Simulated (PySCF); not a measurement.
# How methods differ on the excitation energy of Cu⁺

Cu⁺ [Ar] 3d10 (1S) → Cu⁺ [Ar] 3d9 4p1 (high-spin determinant), as a difference of total energies. Calculation: PySCF 2.14, in x2c-QZVPPall; the spin-free X2C one-electron Hamiltonian (Gaussian nucleus). Correlated levels: valence: [Ar] frozen; valence and next inner shell: [Ne] frozen. The calculations carry no spin-orbit coupling.

```csv
method,excitation energy (eV)
UHF,5.894
LDA,8.825
PBE,8.303
PBE0,7.892
r2SCAN,7.822
wB97X,8.471
B2PLYP,8.291
TPSS,8.128
MP2 (valence),9.071
SCS-MP2 (valence),8.746
MP2 (valence and next inner shell),9.652
SCS-MP2 (valence and next inner shell),9.197
```

How much does correlation contribute at MP2 (valence and next inner shell)?

9.652 − (5.894) = 3.758 eV, measured against UHF.

A first-order spin-orbit estimate (lowest level to lowest level, LS coupling) adds -0.086 eV.

The basis was made for the ground configuration and has no added diffuse functions, so the excitation energy can come out too high.

The determinant of the upper state mixes LS terms, which raises its energy above the lowest term, most at the Hartree-Fock and MP2 levels.
